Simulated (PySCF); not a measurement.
[5]radialene (C₁₀H₁₀), SMILES C=C1C(=C)C(=C)C(=C)C1=C.

Geometry: PBE0-D3(BJ)/def2-SVP.

All values below come from SMD-B3LYP/6-31G* run with PySCF.

Solvation free energies are E(SMD) − E(gas) at the gas-phase geometry, for 1 M in both phases. In vacuum the dipole moment is 0.00 D.

Task: Rank water, tetrahydrofuran, 1-octanol by solvation free energy, most negative first.

Result: tetrahydrofuran (-4.2 kcal/mol), 1-octanol (-2.6 kcal/mol), water (1.0 kcal/mol)
